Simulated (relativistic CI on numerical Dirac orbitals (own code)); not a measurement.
# Mn⁺ in a cubic cluster: L2,3 absorption with charge transfer

Computed with a charge-transfer multiplet model of a cubic metal-ligand cluster with up to 2 ligand holes, Slater and spin-orbit integrals from Dirac-Coulomb-Breit ions, Slater integrals scaled by 0.7. The ground state mixes d6 with configurations of k ligand holes L, whose averages lie at kΔ + k(k − 1)U_dd/2; a core hole lowers each added d electron by U_cd. 300 K, Lorentzian 0.4 eV and Gaussian 0.3 eV FWHM.

Atomic integrals in eV (Slater integrals scaled, ζ unscaled), ground: F2dd 6.303, F4dd 3.879, zeta_d 0.031; with the core hole: F2dd 6.930, F4dd 4.274, zeta_d 0.046, zeta_core 6.798, F2cd 3.981, G1cd 2.893, G3cd 1.642.

Cluster parameters (eV): Δ = 5.6, U_dd = 7.1, 10Dq = 0.75, 10Dq(ligand) = 1.1, V(eg) = 1.3, V(t2g) = -0.7, final-state hopping factor = 0.9.

| Case | n_d | d6 | d7L | d8L2 | S |
| --- | --- | --- | --- | --- | --- |
| U_cd = 6.4 eV | 6.08 | 0.92 | 0.08 | 0.00 | 2.00 |
| U_cd = 7 eV | 6.08 | 0.92 | 0.08 | 0.00 | 2.00 |
| U_cd = 7.6 eV | 6.08 | 0.92 | 0.08 | 0.00 | 2.00 |
| U_cd = 8.2 eV | 6.08 | 0.92 | 0.08 | 0.00 | 2.00 |
| U_cd = 10 eV | 6.08 | 0.92 | 0.08 | 0.00 | 2.00 |

Weights, n_d and S are thermal averages at 300 K. Photon energies count from the first peak over 30 % of the highest in each spectrum, which can be another peak from case to case. The parameters are a model scan and need not match a compound or its usual spin state. Peaks in eV (height, largest 100):
- U_cd = 6.4 eV: 0.0 (100), 0.9 (65), 2.0 (24), 10.6 (35), 12.7 (10)
- U_cd = 7 eV: 0.0 (100), 0.8 (65), 2.0 (24), 9.7 (17), 10.5 (35), 12.7 (10)
- U_cd = 7.6 eV: 0.0 (100), 0.8 (65), 2.0 (24), 9.7 (17), 10.5 (35), 12.6 (10)
- U_cd = 8.2 eV: 0.0 (100), 0.9 (64), 2.0 (24), 9.7 (17), 10.6 (35), 12.6 (10)
- U_cd = 10 eV: 0.0 (37), 0.9 (100), 1.6 (63), 2.7 (23), 10.5 (17), 11.4 (34), 13.4 (10)

For the case U_cd = 8.2 eV, Δ = 5.6 eV is smaller than U_dd = 7.1 eV, the charge-transfer side of the Zaanen-Sawatzky-Allen scheme. With the core hole the configuration with one ligand hole lies at Δ + U_dd − U_cd = 6.3, 5.7, 5.1, 4.5, 2.7 eV from the one without, in the order of the table; where this is negative the screened configuration lies lower.
